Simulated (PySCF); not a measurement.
**`C[C@H](F)C[C@@H](F)C#N`, C5H7F2N**

Molfile (atoms numbered from 1):
```
C5H7F2N
     RDKit          3D

 15 14  0  0  0  0  0  0  0  0999 V2000
   -2.0720   -0.7311    0.4359 C   0  0  0  0  0  0  0  0  0  0  0  0
   -0.9866    0.1736   -0.1215 C   0  0  2  0  0  0  0  0  0  0  0  0
   -1.0053    0.0950   -1.5055 F   0  0  0  0  0  0  0  0  0  0  0  0
    0.4094   -0.2293    0.3531 C   0  0  0  0  0  0  0  0  0  0  0  0
    1.4683    0.7637   -0.1359 C   0  0  1  0  0  0  0  0  0  0  0  0
    1.2941    1.9760    0.5028 F   0  0  0  0  0  0  0  0  0  0  0  0
    2.8052    0.2610    0.1335 C   0  0  0  0  0  0  0  0  0  0  0  0
    3.8468   -0.1508    0.3529 N   0  0  0  0  0  0  0  0  0  0  0  0
   -2.1225   -0.6291    1.5157 H   0  0  0  0  0  0  0  0  0  0  0  0
   -3.0332   -0.4563    0.0090 H   0  0  0  0  0  0  0  0  0  0  0  0
   -1.8617   -1.7676    0.1820 H   0  0  0  0  0  0  0  0  0  0  0  0
   -1.1866    1.2261    0.1178 H   0  0  0  0  0  0  0  0  0  0  0  0
    0.4253   -0.2583    1.4436 H   0  0  0  0  0  0  0  0  0  0  0  0
    0.6517   -1.2211   -0.0339 H   0  0  0  0  0  0  0  0  0  0  0  0
    1.3627    0.9561   -1.2141 H   0  0  0  0  0  0  0  0  0  0  0  0
  1  2  1  0
  2  3  1  0
  2  4  1  0
  4  5  1  0
  5  6  1  0
  5  7  1  0
  7  8  3  0
  1  9  1  0
  1 10  1  0
  1 11  1  0
  2 12  1  6
  4 13  1  0
  4 14  1  0
  5 15  1  6
M  END
```

Method used: TDDFT wB97X-D/def2-SVPD circular dichroism and optical rotation, one conformer, gas phase in PySCF 2.14.0. Geometry: GFN2-xTB.

The molecule is flexible and this is one conformer; a measurement averages over conformers.

Question: Assign R or S to each stereocentre.

Answer: C2 S, C5 R.

Question: Which excitations and rotatory strengths does the calculation give?

Answer: Rotatory strengths R in 10⁻⁴⁰ esu² cm², velocity form and length form (origin at the centre of mass); f in length form.
| state | E (eV) | λ (nm) | f | R (velocity) | R (length) | main |
| --- | --- | --- | --- | --- | --- | --- |
| 1 | 7.38 | 168 | 0.0009 | +3.1 | +3.1 | HOMO→LUMO 0.65, HOMO−2→LUMO 0.12 |
| 2 | 8.11 | 153 | 0.003 | 0.0 | 0.0 | HOMO−3→LUMO 0.25, HOMO→LUMO+2 0.22 |
| 3 | 8.45 | 147 | 0.001 | +0.6 | +0.7 | HOMO−3→LUMO+2 0.38, HOMO−2→LUMO+2 0.27 |
| 4 | 8.73 | 142 | 0.010 | +6.2 | +6.0 | HOMO−4→LUMO 0.48, HOMO−3→LUMO 0.21 |
| 5 | 9.15 | 136 | 0.004 | -6.6 | -5.4 | HOMO−5→LUMO 0.38, HOMO−1→LUMO 0.32 |
| 6 | 9.42 | 132 | 0.002 | +10.4 | +9.9 | HOMO−1→LUMO 0.25, HOMO−4→LUMO 0.17 |
| 7 | 9.54 | 130 | 0.016 | -18.2 | -17.8 | HOMO−4→LUMO+2 0.45, HOMO−4→LUMO+1 0.12 |
| 8 | 9.58 | 129 | 0.036 | +2.3 | +2.5 | HOMO→LUMO+1 0.31, HOMO→LUMO+3 0.28 |

Among the states computed, the strongest CD band (largest |R|) is state 7. The largest dissymmetry factor in size, g = 4R/(D+G), with D and G the electric and magnetic dipole strengths, is +0.056 for state 6 (velocity form, f = 0.003), among bands with |R| over 0.5. The mirror image has the same energies and oscillator strengths and all R with the opposite sign.
